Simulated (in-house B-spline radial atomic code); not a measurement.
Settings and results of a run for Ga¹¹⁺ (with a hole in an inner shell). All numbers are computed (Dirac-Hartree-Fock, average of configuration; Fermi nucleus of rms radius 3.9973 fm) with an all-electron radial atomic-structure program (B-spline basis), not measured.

Command:
```bash
python run_scf.py task.json out
```
Settings (nuclear radius in fm, mass in u):
```
Z                31
configuration    1s2 2s2 2p6 3s2 3p6 3d2
hamiltonian      dirac
method           hf
spin_polarised   False
nucleus          fermi
rms_radius       3.9973
atomic_mass      68.92557
speed_of_light   137.035999084
```

Output (hartree, bohr):
```
 radial grid: 63 intervals, B-splines of order 8, outer radius 5.8974 bohr

 iter        energy (Eh)    residual
    1      -1880.0143314    1.02e+00
    2      -1892.3209554    2.01e-01
    3      -1892.7369764    8.30e-02
    4      -1892.8063612    3.44e-02
    5      -1892.8196018    6.66e-03
    6      -1892.8201054    1.88e-04
    7      -1892.8201056    6.83e-06
    8      -1892.8201056    5.41e-07
    9      -1892.8201056    2.70e-08

 total energy                    -1892.820106
 kinetic                           1932.79537
 electron-nucleus                 -4331.91568
 electron-electron                  506.30021

 first-order corrections (not in the total)
   Gaunt                            0.93678
   retardation                     -0.08618
   frequency dependence            -0.00331
   self-energy                      0.63001
   Uehling                         -0.05904
   Wichmann-Kroll                   0.00050
   recoil                           0.01150

 orbital      occ     eigenvalue          <r>       <r^2>       <1/r>       <r^4>     <1/r^3>       r_max    small
 1s1/2      2.000     -395.65935    0.0485891  0.00317738     31.3009 2.60481e-05           -      0.0318  1.25e-02
 2s1/2      2.000      -61.23179     0.215978    0.055016     6.93508  0.00523118           -      0.1819  2.45e-03
 2p1/2      2.000      -55.35905     0.187371    0.043013     6.85936  0.00370862           -      0.1446  2.41e-03
 2p3/2      4.000      -54.32993     0.190746   0.0444466     6.68827   0.0039337     862.482      0.1474  2.37e-03
 3s1/2      2.000      -16.84437     0.594395    0.402549     2.40896    0.244462           -      0.5389  6.62e-04
 3p1/2      2.000      -14.73289     0.593901    0.407425     2.31281    0.261339           -      0.5294  6.21e-04
 3p3/2      4.000      -14.55398     0.600508     0.41629     2.27572    0.272333     144.131      0.5358  6.12e-04
 3d3/2      0.800      -11.68195     0.568633    0.381258     2.12994    0.259522     20.1555      0.4602  5.45e-04
 3d5/2      1.200      -11.65318     0.570521     0.38363     2.12119    0.262463     19.7283      0.4618  5.43e-04
```

Cost of the run: 0.78 s on 1 thread of Intel(R) Xeon(R) Platinum 8259CL CPU @ 2.50GHz, on a shared host.

For the Dirac Hamiltonian the kinetic term is c α·p + (β - 1)c².
